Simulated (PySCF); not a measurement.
CH3F3Ge, SMILES F[C](F)(F)[GeH3] (B3LYP/def2-SVP optimised geometry):

```
8

Ge    -0.489    -0.308     0.000
C     -1.095    -1.195    -1.695
F     -0.631    -2.457    -1.786
F     -0.664    -0.530    -2.785
F     -2.439    -1.256    -1.770
H     -1.047    -1.124     1.176
H     -1.047     1.124     0.000
H      1.047    -0.308     0.000
```

Computed with PySCF with B3LYP/def2-TZVP.

Q: What are the frontier orbital energies and the dipole moment?

A: HOMO-2 -10.06 eV, HOMO-1 -10.06 eV, HOMO -9.18 eV, LUMO 0.18 eV, LUMO+1 0.48 eV; dipole moment 2.12 D.

On the same geometry PBE/def2-TZVP in PySCF gives HOMO-2 -8.85 eV, HOMO-1 -8.85 eV, HOMO -7.86 eV, LUMO -0.35 eV, LUMO+1 -0.05 eV; dipole moment 1.86 D.

Meta-Löwdin charges at B3LYP/def2-TZVP: Ge1 0.36, C2 0.61, F3 -0.28, F4 -0.28, F5 -0.28, H6 -0.04, H7 -0.04, H8 -0.04.
